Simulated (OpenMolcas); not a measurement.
# Au3+: from CASSCF to CASPT2

```json
{"Program": "OpenMolcas", "Basis": "ANO-RCC-VQZP [9s8p6d4f2g1h]", "Scalar Hamiltonian": "DKH2, point nucleus", "Active space": "8 electrons in 5 orbitals (5d)", "State averaging": "2S+1 = 3 even, 10 roots; 2S+1 = 1 even, 15 roots", "Spin-orbit coupling": "RASSI with atomic mean-field integrals over the reference wave functions, term energies averaged over their components"}
```

Methods on the same reference wave functions:
A. CASSCF
B. SS-CASPT2, IPEA 0.25 Eh, imaginary shift 0.1 Eh (closed shells correlated: 5s 5p)
C. XMS-CASPT2, IPEA 0.25 Eh, imaginary shift 0.1 Eh (closed shells correlated: 5s 5p)

Energies in cm-1 above 5d8 3F4, the measured ground level; measured values from Zainab et al., Astrophys. J. Suppl. Ser. 267, 12 (2023).

```csv
Level,A,B,C,Measured
5d8 3F4,0.0,0.0,0.0,0.0
5d8 3F3,12242,12390,12390,12294
5d8 3P2 [51 %],20690,18950,18720,
5d8 3P0,23555,19550,19150,18185
5d8 3P1,26339,22950,22480,21490
5d8 1G4,29543,26390,26300,25702
5d8 1S0,62674,55950,55850,55278
```

Deviations, from unrounded energies. A percentage is the sum of absolute deviations over the sum of measured energies, with the sign that they share, or ± where signs differ.

```csv
Against measurement,Levels,A,B,C
mean absolute deviation (cm-1),5,4300,860,640
fine structure of the ground term (%),1,-0.4,+0.7,+0.8
other terms of the ground configuration (%),4,+17.8,+3.5,+2.6
```

C lies closest to measurement on these levels and A furthest from it. The largest miss of C in the table is 5d8 3P1, by +990 cm-1. The ranking rests on the paired levels alone, and a cruder setting can come out closer through cancelling errors.

Between B and C the level of the table that moves most is 5d8 3P1, by 470 cm-1 (lowest in C, highest in B). Moves below CASPT2's spread within the term are not significant.

The mean deviations of B to C differ by less than CASPT2's widest spread within a term (940 cm-1), so their order carries little weight.

From A to B the spin-free energies of the other terms of 5d8 shown, above 3F, scale by factors of 0.75 to 0.84, as is usual when dynamic correlation screens the repulsion within a d or f shell.

The lowest spin-free term lies below A's lowest term by 0.482 hartree in B, 0.488 hartree in C.

CASPT2 breaks the degeneracy within a term, and the mean is taken; among the terms shown or strongly mixed into the levels shown the widest spread is 940 cm-1 (5d8 1G, C). Without dynamic correlation excited terms often stand tens of per cent too high (terms of higher spin than the ground term too low), and those without a measured partner can miss by more than the paired ones (holds for A). Computed and measured levels are paired by configuration, term and J; levels that our copy of the source lacks, or whose pairing is in doubt (as where it misses far off the trend of its configuration), stay unpaired and out of the deviations. Only configurations of the active space appear. Levels that lie high or do not pair safely by name in every column are left out.

A share in square brackets marks a mixed level and gives the weight of the term that names it, the lowest over the columns.
